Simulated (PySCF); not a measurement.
Interval between two levels of Hf by level of theory

Hf [Xe] 4f14 5d2 6s2 [3F4, M_J = 4] → Hf [Xe] 4f14 5d2 6s1 6p1 [5G6, M_J = 6], as a difference of total energies. All numbers are calculated (PySCF 2.14, the two-component X2C-1e Hamiltonian, in x2c-TZVPall-2c (11s11p10d2f, 108 functions)). Correlated levels: [Kr] 4d10 4f14 frozen; the 34 highest virtual spinors dropped. "Screened" scales the spin-orbit matrix elements by Boettger's factors to mimic the two-electron term; Breit and QED terms are absent.

```csv
method,interval between two levels (cm⁻¹)
GHF (screened spin-orbit),9280.9
GMP2 (screened spin-orbit),17734
```

The labels give the starting determinants; with spin-orbit coupling the two ends relaxed to ⟨J²⟩ = 20.17, ⟨L²⟩ = 12.35, ⟨S²⟩ = 2.12 and ⟨J²⟩ = 42.02, ⟨L²⟩ = 20.17, ⟨S²⟩ = 6.10.
